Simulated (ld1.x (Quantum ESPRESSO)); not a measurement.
# Which change was made? (Si, TM semilocal)

```json
{
  "Element": "Si (Z = 14)",
  "Generator": "ld1.x (Quantum ESPRESSO) 7.5",
  "Type": "norm-conserving Troullier–Martins (semilocal form)",
  "Functional": "BLYP",
  "Relativity": "scalar-relativistic",
  "Frozen core": "[Ne]",
  "Valence charge": "4",
  "Reference configuration": "3s2 3p1.75 (charge +0.25)",
  "Partial waves": "3p (bound): rc 2.00 bohr; 3s (bound): rc 1.60 bohr",
  "Local potential": "the s channel",
  "Core correction": "none"
}
```

Cutoffs, loose and tight: the cutoffs (Ry, on a coarse ladder) from which the occupation-weighted sum of valence levels, in a spherical-Bessel basis at the reference potential, stays within 10 and 1 mRy of its value at 400 Ry. They do not see the model core or the augmentation charge, which bear on the density cutoff. Test errors are all-electron minus pseudo excitation energies from the reference, over the configurations 3s2 3p2; 3s2 3p1; 3s2 3p0; 3s1 3p3; 3s2 3p2.3; 3s1 3p2; 3s2 3p1.5; variants that change the core or the reference have their own tests.

The base gives: outcome: generated; cutoff, loose: 15 Ry; cutoff, tight: 40 Ry; bound ghosts: none; largest test error (meV): +34.

After one change the result is: outcome: generated; cutoff, loose: 12 Ry; cutoff, tight: 30 Ry; bound ghosts: none; largest test error (meV): +45. Which change was it?
A. all radii scaled by about 0.76 (s 1.22, p 1.52 bohr)
B. all radii scaled by about 0.88 (s 1.40, p 1.76 bohr)
C. all radii scaled by about 1.36 (s 2.18, p 2.72 bohr)

C. The others give: all radii scaled by about 0.76 (s 1.22, p 1.52 bohr) → outcome: generated; cutoff, loose: 50 Ry; cutoff, tight: 140 Ry; bound ghosts: none; largest test error (meV): +50 | all radii scaled by about 0.88 (s 1.40, p 1.76 bohr) → outcome: generated; cutoff, loose: 30 Ry; cutoff, tight: 70 Ry; bound ghosts: none; largest test error (meV): +41.
